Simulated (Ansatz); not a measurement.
Saddle point of BNH$_{5}$Cl$_{2}$F, closed shell (BHCl₂ ([Cl][BH][Cl]) + NH₃ + HF → BNH₂Cl₂ ([NH2][B]([Cl])[Cl]) + HF + H₂; bonds formed: H2–H7, H5–F8; dative contacts that become bonds: B1–N6; bonds broken: B1–H2, H5–N6, H7–F8), PBE0-D4/def2-TZVP structure:

| atom | x (Å) | y (Å) | z (Å) |
| --- | --- | --- | --- |
| B1 | -0.6383 | 0.0604 | -0.5466 |
| H2 | 0.2788 | 1.1235 | -0.9096 |
| Cl3 | -0.6137 | -0.8591 | -2.0864 |
| Cl4 | -2.0797 | 1.0692 | -0.1954 |
| H5 | 1.0289 | -0.0766 | 0.8479 |
| N6 | -0.0950 | -0.6998 | 0.6472 |
| H7 | 0.9090 | 1.0082 | -0.3364 |
| F8 | 1.8402 | 0.6774 | 0.6837 |
| H9 | 0.0682 | -1.6776 | 0.4375 |
| H10 | -0.6985 | -0.6257 | 1.4579 |

Energies are electronic, without zero-point energy. Barriers and step energies count from the start structure reached by relaxing down the imaginary mode; all methods use the PBE0-D4 structures, on which another method's saddle can fall below an end. Program: Ansatz 0.2.0. Basis: def2-TZVPP, with def2-QZVPP for the basis limit. Cores are frozen in the correlated methods. B3LYP uses VWN-RPA correlation. Extrapolation: Hartree–Fock as exp(−7.88 √X), correlation as X^−2.97.

| method | barrier (kJ/mol) | step energy (kJ/mol) |
| --- | --- | --- |
| SPW92 | 100.8 | 71.4 |
| PBE-D4 | 122.2 | 38.0 |
| BLYP-D4 | 131.4 | 21.6 |
| r2SCAN-D4 | 133.5 | 37.1 |
| B97M-V | 153.2 | 30.1 |
| PBE0-D4 | ? | 45.0 |
| B3LYP-D4 | 147.7 | 29.2 |
| r2SCAN0-D4 | 150.2 | 43.2 |
| BHLYP-D4 | 172.3 | 36.2 |
| CAM-B3LYP-D4 | 151.9 | 36.9 |
| wB97X-V | ? | 40.7 |
| wB97M-V | ? | 38.0 |
| B2PLYP | 155.2 | 30.4 |
| PBE-QIDH | 158.7 | 46.8 |
| RPA on PBE | 161.3 | 32.6 |
| HF | 216.4 | 17.7 |
| MP2 | 158.9 | 37.0 |
| CCSD | 173.9 | 36.4 |
| CCSD(T) | 164.0 | 37.1 |

Question: Fill in the withheld barriers. (An estimate is asked for; the value comes from the calculation.)

Answer: The calculation gives: PBE0-D4 143.7; wB97M-V 156.7; wB97X-V 156.7 kJ/mol. Each is the energy of the saddle less that of the start structure, by the same method.

For comparison, the barrier by CCSD(T) at an estimated basis limit (MP2 extrapolated from triple and quadruple zeta, plus CCSD(T) − MP2 in triple zeta) is 164.6 kJ/mol.

The T1 diagnostic stays at or below 0.011.

Labels in which every atom is bracketed show which atoms are joined, not bond orders.

For scale, one of the runs: CCSD(T)/def2-TZVPP, 247 basis functions, launched by `ansatz run in.yaml --threads 8 --pin off --events-out ev --progress --plain --max-ram 19148MiB`. The run took 110 s on 8 CPU threads of an Arm Neoverse V1 (shared host), with 5.2 GiB of host memory at its peak.
